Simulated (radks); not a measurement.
Species: N. Configuration: 1s1 2s2 2p4 (not the ground configuration). Method: Dirac Kohn-Sham, LDA (Slater exchange, Perdew-Wang correlation), spin-unpolarised, spherical densities, finite nucleus; open shells fill j = l - 1/2 first; Fermi nuclear charge, rms radius 2.5582 fm; computed with a radial shooting solver on a logarithmic mesh with Libxc functionals.

Normalised radial functions P(r) = r R(r) (large component), r in bohr:

```
   r/bohr * 1s1/2, o 2p1/2, + 2p3/2 (the largest magnitude, 1.9, reaches the edge; | marks zero, & curves that meet)
 0.007931 &       *
  0.01083 &          *
   0.0148 &             *
  0.02006 &                 *
  0.02741 &                       *
  0.03744 &                             *
  0.05115 |&                                   *
  0.06988 | &                                          *
  0.09471 |  &                                               *
   0.1294 |   &                                                  *
   0.1768 |      &                                              *
   0.2415 |         &                                     *
   0.3299 |              &                    *
   0.4471 |                  +o *
   0.6108 |         *            &
   0.8345 |  *                     &
     1.14 |*                     &
    1.557 *                 &
    2.128 *           &
    2.884 *      &
    3.939 *  &
```

1s1/2: eigenvalue -433.92 eV, 0 radial nodes, <r> = 0.222 bohr, 90 % of the charge inside 0.396 bohr. 2p1/2: eigenvalue -9.728 eV, 0 radial nodes, <r> = 1.25 bohr, 90 % of the charge inside 2.19 bohr. 2p3/2: eigenvalue -9.695 eV, 0 radial nodes, <r> = 1.25 bohr, 90 % of the charge inside 2.20 bohr.
